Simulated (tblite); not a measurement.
C8H9 (SMILES [CH2]c1ccc(C)cc1), doublet, at a GFN2-xTB geometry; GFN1-xTB (tblite).

The tblite input:
```
$ tblite run mol.xyz --method gfn1 --charge 0 --spin 1 --json tblite.json --no-restart

# file mol.xyz
17

C     -2.86940762     0.04230958     0.04061680
C     -1.49251200     0.02059238     0.02077269
C     -0.76964542    -1.10670664    -0.46122192
C      0.60065833    -1.11868845    -0.47556411
C      1.34045314    -0.02581735    -0.01768787
C      2.83523812    -0.03240613    -0.04110719
C      0.64717806     1.09259535     0.45923992
C     -0.72087053     1.12517956     0.48211883
H     -3.44548796    -0.79521068    -0.30925238
H     -3.40864576     0.89741059     0.40629066
H     -1.32637261    -1.96090267    -0.81821381
H      1.12443398    -1.98904985    -0.84687777
H      3.21858061    -1.01579588    -0.30197407
H      3.23522463     0.25477780     0.93086154
H      3.20460889     0.68682114    -0.77355242
H      1.21174650     1.94351087     0.81542914
H     -1.24064055     1.99608895     0.85428617
```

What the program printed (banner, timings and long lists left out):

```
xTB calculator
 | screened Coulomb repulsion
 | Coulomb electrostatics
 |  * isotropic Klopman-Ohno-Mataga-Nishimoto electrostatics
 |  * onsite third-order electrostatics
 | DFT-D3(BJ) dispersion correction

halogen bonding energy    0.0000000000000E+00 Eh
repulsion energy          3.9300734037459E-01 Eh
dispersion energy        -7.6046806274972E-03 Eh
number of electrons       4.1000000000000E+01 e
integral cutoff           1.9731147476801E+01 bohr

------------------------------------------------------------
  cycle        total energy    energy error   density error
------------------------------------------------------------
      1     -21.69902235087  -2.2084425E+01   6.6249562E-01
      2     -21.70005266097  -1.0303101E-03   3.9659139E-01
      3     -21.69768952032   2.3631406E-03   2.2895917E-02
      4     -21.70037476993  -2.6852496E-03   2.1272486E-03
      5     -21.70039999829  -2.5228354E-05   3.5581440E-04
      6     -21.70040026047  -2.6218254E-07   9.6115497E-05
      7     -21.70040026844  -7.9669675E-09   2.2904543E-05
      8     -21.70040026877  -3.2752467E-10   4.3719650E-06
------------------------------------------------------------

electronic energy        -2.2085802928513E+01 Eh
total energy             -2.1700400268766E+01 Eh

Post processing:
 | Mayer-Wiberg bond orders

[Info] JSON dump of results written to 'tblite.json'
```
